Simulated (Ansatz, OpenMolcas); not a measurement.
GeSe (Germanium monoselenide): the vertical ionisation energy from total energies

GeSe: 2 atoms, total charge 0, spin state singlet. SMILES: `[Ge-]#[Se+]`. Geometry: the measured bond length.

```xyz
2

Ge    0.0000    0.0000    0.0000
Se    0.0000    0.0000    2.1346
```

Both states at this one shape; open shells run unrestricted unless said. 1 Eh = 27.2114 eV.

```tsv
level	program	singlet GeSe (Eh)	doublet GeSe+ (Eh)	HOMO of the first (eV)
PBE/aug-cc-pVTZ	Ansatz	-4478.009442	-4477.648174	-6.66
M06-L/aug-cc-pVTZ	OpenMolcas	-4478.542593	-4478.184699	-6.62
```

Q: Work out the vertical ionisation energy at each level.

A: 
1. PBE/aug-cc-pVTZ: -4477.648174 − (-4478.009442) = 0.361268 Eh = 9.83 eV; −ε(HOMO) = 6.66 eV.
2. M06-L/aug-cc-pVTZ: -4478.184699 − (-4478.542593) = 0.357894 Eh = 9.74 eV; −ε(HOMO) = 6.62 eV.

No measured value is set beside it here; the levels span 9.74 to 9.83 eV. In semi-local functionals −ε(HOMO) lies far under the ionisation energy, a result of self-interaction, while the difference of totals does much better. All-electron rows are non-relativistic unless named.
